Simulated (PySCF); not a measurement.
H₃NO₃W, multiplicity 1. Atoms are numbered in the order given.

```xyz
8

W      0.0355    -0.0138     0.0000
O      1.0326    -0.1359     1.4086
O      1.0326    -0.1359    -1.4086
O     -1.2774    -1.3979     0.0000
H     -1.1201    -2.3587     0.0000
N     -0.8368     1.7342     0.0000
H     -0.9751     2.3009     0.8432
H     -0.9751     2.3009    -0.8432
```

Geometry optimised at PBE-D3(BJ)/def2-SVP. A frequency run showed that this geometry is not a minimum. The multiplicity is an assumed one; no other spin state was optimised. The structure was generated by enumeration; whether it is a known compound was not checked. The def2 effective core potentials stand for the cores of W; spin–orbit coupling is left out. Other conformers were not sampled.

The numbers are results of PBE-D3(BJ)/def2-SVP (PySCF), not measurements.

Frequencies are harmonic and unscaled.

| mode | ν (cm⁻¹) | IR (km/mol) | moving atoms (share of kinetic energy) |
|---|---|---|---|
| 1 | 61i | 138.8 | H 92 % |
| 2 | 194 | 3.7 | N 39 %, O 37 %, H 16 %, W 8 % |
| 3 | 202 | 0.7 | O 58 %, H 16 %, W 14 %, N 12 % |
| 4 | 217 | 15.9 | O 52 %, H 27 %, N 20 % |
| 5 | 229 | 21.0 | O 74 %, W 13 %, H 9 % |
| 6 | 319 | 0.3 | O 92 % |
| 7 | 326 | 1.8 | H 77 %, O 23 % |
| 8 | 449 | 250.0 | H 78 %, N 19 % |
| 9 | 529 | 116.6 | H 69 %, O 26 % |
| 10 | 645 | 5.7 | H 80 %, N 18 % |
| 11 | 695 | 43.4 | N 60 %, O 21 %, H 12 % |
| 12 | 713 | 78.5 | O 54 %, H 20 %, N 14 %, W 13 % |
| 13 | 955 | 163.1 | O 88 %, W 11 % |
| 14 | 984 | 60.9 | O 94 % |
| 15 | 1461 | 33.3 | H 89 %, N 11 % |
| 16 | 3470 | 106.8 | H 96 % |
| 17 | 3568 | 52.9 | H 91 %, N 9 % |
| 18 | 3767 | 207.9 | H 94 % |
